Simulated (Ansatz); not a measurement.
Cd7Te7, 14 atoms. Hardware: 2 threads of AMD EPYC 7R13 on a shared host and a share (18 GiB) of an NVIDIA H100 80GB HBM3.

In the def2 sets Cd, Te take a core potential; there is no spin–orbit coupling. Correlated methods freeze 28 core orbitals; core or outer-core shells of Te, Cd are correlated, in sets that lack core-valence functions. Single mean-field runs in def2-TZVP are fitted with def2-universal-jkfit.

Question: How many basis functions does each of these Ansatz runs have, and roughly what does it cost? r2SCAN0-D4/def2-TZVP, charge 0 singlet, energy and forces, from earlier orbitals; MP2/def2-SVP, charge 0 singlet, energy, from earlier orbitals; PBE with 15 % exact exchange/def2-SVP, charge 0 singlet, energy, from earlier orbitals; PBE0-D4/def2-TZVP, charge -1 doublet at the geometry of the charge 0 singlet, energy; PBE with 10 % exact exchange/def2-SVP, charge 0 singlet, energy, from earlier orbitals; RPA@PBE/def2-SVP, charge 0 singlet, energy, from earlier orbitals; r2SCAN0-D4/def2-TZVP, charge -1 doublet at the geometry of the charge 0 singlet, energy, from earlier orbitals; PBE-D4/def2-SVP, charge -1 doublet, relaxation, 6 steps; PBE with 5 % exact exchange/def2-SVP, charge 0 singlet, energy, from earlier orbitals; r2SCAN0-D4/def2-TZVP, charge 1 doublet at the geometry of the charge 0 singlet, energy, from earlier orbitals; PBE-D4/def2-TZVP, charge 1 doublet at the geometry of the charge 0 singlet, energy, from earlier orbitals; PBE with 35 % exact exchange/def2-SVP, charge 0 singlet, energy, from earlier orbitals.

Answer: Other jobs shared the machine, so times can vary by a factor of up to 3.

```tsv
run	functions	fitting or Cholesky vectors	wall time	peak host memory (GiB)
PBE with 5 % exact exchange/def2-SVP, charge 0 singlet, energy, from earlier orbitals	399	4627	8 s	1.2
MP2/def2-SVP, charge 0 singlet, energy, from earlier orbitals	399	4627	9 s	1.1
PBE with 15 % exact exchange/def2-SVP, charge 0 singlet, energy, from earlier orbitals	399	4627	9.5 s	1.2
PBE with 10 % exact exchange/def2-SVP, charge 0 singlet, energy, from earlier orbitals	399	4627	9.5 s	1.2
PBE with 35 % exact exchange/def2-SVP, charge 0 singlet, energy, from earlier orbitals	399	4627	9.6 s	1.2
PBE-D4/def2-TZVP, charge 1 doublet at the geometry of the charge 0 singlet, energy, from earlier orbitals	630	3311	10 s	1.3
RPA@PBE/def2-SVP, charge 0 singlet, energy, from earlier orbitals	399	4627	13 s	2.6
r2SCAN0-D4/def2-TZVP, charge 0 singlet, energy and forces, from earlier orbitals	630	3311	13 s	2.1
PBE0-D4/def2-TZVP, charge -1 doublet at the geometry of the charge 0 singlet, energy	630	3311	14 s	1.4
r2SCAN0-D4/def2-TZVP, charge -1 doublet at the geometry of the charge 0 singlet, energy, from earlier orbitals	630	3311	15 s	1.5
PBE-D4/def2-SVP, charge -1 doublet, relaxation, 6 steps	399	4396	30 s	1.1
r2SCAN0-D4/def2-TZVP, charge 1 doublet at the geometry of the charge 0 singlet, energy, from earlier orbitals	630	3311	34 s	1.6
```
